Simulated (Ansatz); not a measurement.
Stepwise reaction of `COB(Cl)OC` with hydrogen fluoride, as a gas-phase model of exchange steps in deposition or etching. ΔE in kJ/mol; ΔG adds harmonic PBE0-D4 terms to CCSD(T)/CBS, at 1 bar.

Computed with Ansatz on PBE0-D4/def2-TZVP structures; ΔE is electronic, products minus reactants. CCSD(T)/CBS adds triple-zeta CCSD(T) − MP2 to the extrapolated MP2 energy (def2 sets, frozen cores). This one scheme is used for every species. DFT in def2-TZVPP. B3LYP here is the variant with VWN-RPA as its local correlation; programs differ in this. Each species was taken in one conformer, which may not be the lowest.

```
step                                reaction  PBE-D4  B3LYP-D4  ωB97M-V  CCSD(T)/CBS  ΔG(500 K)
   1  `COB(Cl)OC` + H–F → `COB(F)Cl` + CH₃OH    -9.7      -9.1     -8.9         -2.6      -15.1
   2    `COB(F)Cl` + H–F → `FB(F)Cl` + CH₃OH    -0.4      -0.7     -2.1          3.6        3.4
```

(1) By hand: ΔE of the 2 steps together at CCSD(T)/CBS.

Answers

(1) (-2.6) + (3.6) = 1.0 kJ/mol, or 0.5 kJ/mol a step.

In ΔE each step is higher than the one before. ΔG lies between -15.1 and 3.4 kJ/mol a step. PBE-D4 differs from CCSD(T)/CBS by -7.1 to -4.0 kJ/mol a step. Isolated molecules leave out the surface, adducts and barriers. Largest T1 diagnostic: 0.012.
